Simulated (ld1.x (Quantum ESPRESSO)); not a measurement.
# phosphorus (P): excitation energies, all-electron against ultrasoft

```
Element                 : P
Generator               : ld1.x (Quantum ESPRESSO) 7.5
Type                    : ultrasoft
Functional              : LDA (PZ)
Relativity              : non-relativistic
Frozen core             : [Ne]
Valence charge          : 5
Reference configuration : 3s2 3p2.5 (charge +0.5)
Partial waves           : 3s (bound): rcut 1.25, rcutus 1.75 bohr; 3s channel at 3.3 Ry: rcut 1.25, rcutus 1.75 bohr; 3p (bound): rcut 1.85, rcutus 2.05 bohr; 3p channel at 1.45 Ry: rcut 1.85, rcutus 2.05 bohr; 3d channel at 0.3 Ry: rcut 1.35, rcutus 1.65 bohr; 3d channel at 2.55 Ry: rcut 1.35, rcutus 1.65 bohr
Local potential         : all-electron potential smoothed inside 1.45 bohr (lloc = -2)
Core correction         : none
Augmentation charge     : built from norm-conserving waves at rcut, not smoothed further
```

Energies are relative to the spin-unpolarised reference configuration 3s2 3p2.5; without spin polarisation the order of configurations can differ from experiment. Spin-polarised rows fill each open shell by Hund’s rule, majority spin first.

```tsv
valence configuration	charge	ΔE all-electron (eV)	error AE − PS (meV)
3s2 3p2	+1	6.006	+0.1
3s2 3p1	+2	25.268	+17
3s1 3p0	+4	107.237	+455
3s2 3p3.3	-0.3	-5.166	-1.9
3s1 3p3	+1	14.982	+2.7
3s1 3p4	0	4.580	+2.4
3s2 3p2.5 (spin-polarised)	+0.5	-1.177	+104
3s2 3p3 (spin-polarised)	0	-5.337	+123
```

(1) What are ΔE and the potential's error for 3s2 3p3?

Answers

(1) ΔE = -3.827 eV all-electron; the error (AE − PS) is -0.7 meV.
